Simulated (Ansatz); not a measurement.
Geometry optimisation, Ansatz 0.2.0, RKS BLYP/def2-SVP.

Input:

```yaml
crystal:
  periodic: [false, false, false]
  atoms:
    - { symbol: B, position_ang: [-0.664, 2.1538, 0.9697] }
    - { symbol: S, position_ang: [-0.9879, 0.7446, 2.1248] }
    - { symbol: Si, position_ang: [-0.45023, 1.90722, 3.8694] }
    - { symbol: Si, position_ang: [-2.36547, 2.97081, 4.61541] }
    - { symbol: Si, position_ang: [-3.11184, 4.34762, 3.10089] }
    - { symbol: H, position_ang: [-1.611, 2.9341, 0.6921] }
    - { symbol: H, position_ang: [0.3842, 2.4041, 0.5064] }
    - { symbol: H, position_ang: [-0.01815, 1.01489, 4.88257] }
    - { symbol: H, position_ang: [0.55781, 2.849, 3.52622] }
    - { symbol: H, position_ang: [-1.94116, 3.696, 5.831] }
    - { symbol: H, position_ang: [-3.31886, 1.9287, 4.98905] }
    - { symbol: H, position_ang: [-2.06565, 5.23136, 2.62967] }
    - { symbol: H, position_ang: [-3.54446, 3.55324, 1.93636] }
    - { symbol: H, position_ang: [-4.19889, 5.08605, 3.6523] }
basis:
  gaussian: { orbitals: def2-SVP }
hamiltonian:
  xc: blyp
relax:
  f_tol: 0.015
  max_steps: 40
output:
  orbitals: {}
```

Launched with:

```bash
$ ansatz run input.yaml --threads 2 --pin off --max-ram 3072MiB --backend cpu --events-out ev --progress --plain --runs-dir out
```

Question: Where does it end, and by what steps?

Answer: The forces met the threshold. After 29 steps the energy has fallen by 1.322 eV; H6 moved furthest, 1.80 Å.

| step | energy less start (eV) | largest force component (eV/Å) | accepted |
| --- | --- | --- | --- |
| 0 | 0.0000 | 1.642 | yes |
| 2 | -0.6233 | 0.262 | yes |
| 4 | -0.7239 | 0.291 | yes |
| 6 | -0.9339 | 0.694 | yes |
| 8 | -1.1880 | 0.454 | yes |
| 10 | -1.2807 | 0.297 | yes |
| 12 | -1.3075 | 0.149 | yes |
| 14 | -1.3152 | 0.046 | yes |
| 16 | -1.3160 | 0.083 | yes |
| 18 | -1.3182 | 0.121 | yes |
| 20 | -1.3199 | 0.022 | yes |
| 22 | -1.3204 | 0.067 | yes |
| 24 | -1.3211 | 0.080 | yes |
| 26 | -1.3215 | 0.039 | yes |
| 28 | -1.3216 | 0.015 | yes |
| 29 | -1.3216 | 0.013 | yes |

```xyz
14
Properties=species:S:1:pos:R:3
B -0.770 1.984 0.774
S -0.778 0.708 2.036
Si -0.357 1.842 3.897
Si -2.300 2.956 4.684
Si -3.144 4.588 3.184
H -0.981 1.609 -0.356
H -0.559 3.146 1.035
H 0.095 0.813 4.892
H 0.768 2.802 3.645
H -1.956 3.618 5.994
H -3.357 1.920 4.954
H -2.093 5.619 2.894
H -3.569 3.948 1.894
H -4.335 5.267 3.798
```

Whether the end is a true minimum wasn't checked by a vibrational analysis.

Run time: 49 s on 2 threads of Intel(R) Xeon(R) 6975P-C (Granite Rapids) (shared host), peak memory 0.2 GiB.
